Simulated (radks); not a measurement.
Removal energies from the iodine ion I5+, [Kr] 4d10 5s2, by Delta-SCF beside the eigenvalue of the level emptied. All-electron calculation, scalar-relativistic Kohn-Sham, r2SCAN, spin-polarised, spherical densities, finite nucleus; meta-GGA in the generalised Kohn-Sham scheme; Fermi nuclear charge, rms radius of each element as measured or else 0.836 A^(1/3) + 0.57 fm. Program: a radial shooting solver on a logarithmic mesh with Libxc functionals. Open shells are filled with parallel spins first.

| removed from | final configuration | Delta-SCF (eV) | -eigenvalue (eV) |
|---|---|---|---|
| 5s | [Kr] 4d10 5s1 | 74.247 | 69.046 |
| 4d | [Kr] 4d9 5s2 | 120.13 | 109.63 |
| 4p | [Ar] 3d10 4s2 4p5 4d10 5s2 | 200.83 | 189.42 |
| 4s | [Ar] 3d10 4s1 4p6 4d10 5s2 | 255.56 | 243.75 |
